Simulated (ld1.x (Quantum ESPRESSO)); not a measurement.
**Building the RRKJ potential for Sc (BLYP, scalar-relativistic).**

scandium, norm-conserving RRKJ (Kleinman–Bylander form), made with ld1.x (Quantum ESPRESSO) 7.5 (BLYP, scalar-relativistic). Core [Ar], reference 3d1 4s0 4p0 (charge +2). Waves: 4s (bound, empty): rc 2.95 bohr; 4p (bound, empty): rc 3.10 bohr; 3d (bound): rc 2.85 bohr. Local part: the d channel. Core correction: Bessel-smoothed model core inside 1.95 bohr.

**Question.** Does this generation succeed?

**Answer.** No. ld1.x (Quantum ESPRESSO) 7.5 stopped with "compute_phi: phi has nodes before r_c": the RRKJ expansion in Bessel functions gave a pseudo-wave with a node inside its radius. Before that it printed "This function has    1 nodes for 0 < r <    2.946".
